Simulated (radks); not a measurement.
The numbers below are computed, except where a source is named.
These are the eigenvalues of the occupied orbitals of an atom or ion with whole-number occupations (hartree). Code: a radial shooting solver on a logarithmic mesh with Libxc functionals. Model: scalar-relativistic Kohn-Sham, BLYP, spin-polarised, spherical densities, finite nucleus; Fermi nuclear charge, rms radius of each element as measured or else 0.836 A^(1/3) + 0.57 fm.

| orbital | eigenvalue |
|---|---|
| 1s up | -2796.698 |
| 1s down | -2795.492 |
| 2s up | -661.1235 |
| 2s down | -659.1616 |
| 2p up | -609.5174 |
| 2p down | -607.2213 |

Which element is it, and in what charge state? The configuration may be excited. Open shells, if any, are filled with parallel spins first.

Answer. Z = 74, tungsten, charge +66: W66+ in [He] 2s2 2p4. The list shows which subshells hold electrons but not how many an open one holds; the 1s level, -2796.7 hartree, gives Z - s = 74.8 by -(Z - s)^2/2, which with screening and relativity narrows Z to a few neighbours, and the depths of the outer levels then fix element, charge and occupations together.
